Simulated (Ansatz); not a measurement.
`FCC(F)(F)C(F)(F)C(F)(F)F`. Total charge 0; spin multiplicity 1.

```xyz
14

F     0.532    0.869   -2.869
C    -0.312    0.401   -1.904
C     0.464    0.278   -0.603
F     1.506   -0.558   -0.766
F     0.949    1.480   -0.240
C    -0.432   -0.262    0.537
F    -1.477    0.571    0.684
F    -0.896   -1.470    0.173
C     0.237   -0.419    1.929
F    -0.663   -0.902    2.777
F     1.258   -1.261    1.869
F     0.662    0.750    2.383
H    -1.138    1.103   -1.772
H    -0.691   -0.580   -2.198
```

Give the diagnostics of a CCSD(T)/def2-TZVPP run (frozen core, Ansatz). (Estimate.)

The calculation gave: T1 = 0.0121, largest single amplitude 0.019, largest double 0.017, (T) share of the correlation energy 3.2 %, 9 CCSD cycles. The RHF solution is stable towards an unrestricted one. T1 lies under the customary mark of 0.02 for closed shells.
